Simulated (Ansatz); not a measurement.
`NB(Cl)Cl` + `N#C[SiH2][GaH2]` → `N#CB(Cl)Cl` + `N[SiH2][GaH2]`  (redistribution)

Isolated molecules relaxed with PBE0-D4/def2-TZVP in Ansatz; ΔE leaves out vibrations. CCSD(T)/CBS is the MP2 limit (def2-TZVPP, def2-QZVPP) plus CCSD(T) − MP2 in def2-TZVPP, frozen cores. This one scheme is used for every species. DFT in def2-TZVPP. B3LYP here is the variant with VWN-RPA as its local correlation; programs differ in this. For Ga outer-core shells are correlated without core-valence functions, which leaves a few kJ/mol of doubt a bond. Scalar relativity is left out up to krypton. One conformer a species, not always the lowest.

```csv
level,ΔE (kJ/mol),difference from CCSD(T)/CBS
r2SCAN-D4,98.8,-0.8
B3LYP-D4,97.7,-1.9
r2SCAN0-D4,102.4,2.8
ωB97M-V,101.1,1.5
PBE,96.2,-3.4
PBE0,101.1,1.5
B3LYP,98.4,-1.2
RPA@PBE/def2-TZVPP,94.6,-5.0
MP2/def2-TZVPP,98.0,-1.6
CCSD/def2-TZVPP,100.7,1.1
CCSD(T)/CBS,99.6,0
```

Largest T1 diagnostic among the species: 0.014.

From BLYP to BHLYP (50 % exact exchange), in def2-TZVPP and without D4, ΔE moves by +9.2 kJ/mol. In def2-TZVPP, CCSD(T) changes the Hartree–Fock value by −8.7 kJ/mol (the triples alone add −1.6 kJ/mol) and MP2 by −9.7 kJ/mol. At CCSD(T), def2-SVP lies +7.6 kJ/mol from the extrapolated value and def2-TZVPP −0.6 kJ/mol.
